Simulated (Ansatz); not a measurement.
Frontier orbitals of AsH$_{6}$NOSi, SMILES `N[SiH2][AsH]O`.

Total charge 0; spin multiplicity 1. Correlated methods include outer-core shells of As, which these sets cover unevenly. Scalar relativity is left out up to krypton. The structure was optimised at the PBE0-D4/def2-TZVP level. It is one conformer, not always the lowest. Basis def2-TZVPP, the Gaussian-basis code of Ansatz.

```tsv
functional	HOMO (eV)	LUMO (eV)	gap (eV)
LDA (SPW92)	-5.62	-1.72	3.90
PBE	-5.48	-1.50	3.98
revPBE	-5.43	-1.40	4.03
BLYP	-5.35	-1.39	3.96
PBE0	-6.63	-0.62	6.01
B3LYP	-6.43	-0.86	5.57
HSE06 (plane-wave form)	-6.24	-1.00	5.24
ωB97M-V	-8.71	1.23	9.94
HF	-9.20	2.61	11.81
```

Against PBE, PBE0 changes HOMO and LUMO by −1.14 and +0.87 eV, ωB97M-V by −3.22 and +2.72 eV. A gap of 3.99 eV thus becomes 9.93 eV for the same molecule, so an orbital gap means little without its functional. A positive LUMO is unbound and depends on the basis.

B3LYP here is the variant with VWN-RPA as its local correlation; programs differ in this.
